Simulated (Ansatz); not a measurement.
Coupled-cluster run, CH9AlInNSi (`[AlH2][NH][SiH2][CH2][InH2]`).

```yaml
crystal:
  periodic: [false, false, false]
  atoms:
    - {symbol: Al, position_ang: [-1.662747, 0.353577, 1.053796]}
    - {symbol: N, position_ang: [-0.410674, -0.939160, 0.437662]}
    - {symbol: Si, position_ang: [1.324755, -0.624746, 0.504044]}
    - {symbol: C, position_ang: [1.473437, 0.698615, -0.799312]}
    - {symbol: In, position_ang: [-0.491651, 0.233963, -1.599064]}
    - {symbol: H, position_ang: [-1.025724, 1.440050, 2.024065]}
    - {symbol: H, position_ang: [-3.113189, -0.270612, 1.217773]}
    - {symbol: H, position_ang: [-0.705101, -1.897928, 0.577664]}
    - {symbol: H, position_ang: [2.039454, -1.867917, 0.098908]}
    - {symbol: H, position_ang: [1.778121, -0.233590, 1.866551]}
    - {symbol: H, position_ang: [2.294822, 0.565293, -1.502160]}
    - {symbol: H, position_ang: [1.493300, 1.717555, -0.409812]}
    - {symbol: H, position_ang: [-1.696317, 1.229131, -0.520195]}
    - {symbol: H, position_ang: [-1.298487, -0.404252, -2.949932]}
basis:
  gaussian: {orbitals: def2-SVP}
correlation: {method: ccsd_t}
```

```sh
$ ansatz run in.yaml --threads 4 --pin off --events-out ev --progress --plain --max-ram 10444MiB
```

Output of Ansatz, abridged:

```
Functional definition: HF
1416 factors; integrals over basis functions are off by at most 1.1e-3 eV
mean field evaluation 1: about -22238.7162 eV, gradient 3.9e1 eV
mean field evaluation 2: about -22238.7312 eV, gradient 3.9e1 eV
mean field evaluation 4: about -22242.8785 eV, gradient 3.9e0 eV
mean field evaluation 8: about -22242.9397 eV, gradient 3.0e-4 eV
mean field -22242.93965742 eV, -817.4129556043 hartree, gradient 3.2e-6 eV, S^2 0.000000; 0 other end points of the search recorded, 0 dependent functions left out
16 core orbitals not correlated: weight in the atoms' cores, before any rotation towards them, 1.000 or more for the frozen orbitals, at most 0.000 for the correlated occupied ones
reference -22242.93965742 eV, -817.4129556043 hartree; 19, 19 occupied and 100, 100 virtual orbitals, 1416 factors
second order -15.92456368 eV of doubles, -0.00000000 eV of singles
cycle   1  -17.03042817 eV  change    -1.1e0 eV  update   1.1e-1
cycle   2  -17.62543171 eV  change   -6.0e-1 eV  update   3.3e-2
cycle   3  -17.72379981 eV  change   -9.8e-2 eV  update   1.4e-2
cycle   4  -17.71925245 eV  change    4.5e-3 eV  update   3.8e-3
cycle   5  -17.71846565 eV  change    7.9e-4 eV  update   1.6e-3
cycle   6  -17.71841358 eV  change    5.2e-5 eV  update   4.8e-4
cycle   7  -17.71829815 eV  change    1.2e-4 eV  update   2.1e-4
cycle   8  -17.71832637 eV  change   -2.8e-5 eV  update   6.9e-5
cycle   9  -17.71833793 eV  change   -1.2e-5 eV  update   2.2e-5
perturbative correction -0.55098458 eV, -0.0202483098 hartree
Total energy: -22261.20897993 eV, -818.0843408230 hartree
```

Hardware: 4 threads of an Intel Xeon Platinum 8488C on a shared host. Wall time 8.5 s, peak host memory 0.96 GiB.

MP2 recovers 87.2 % of the CCSD(T) correlation energy and the triples give 3.0 %; T1 = 0.0114.
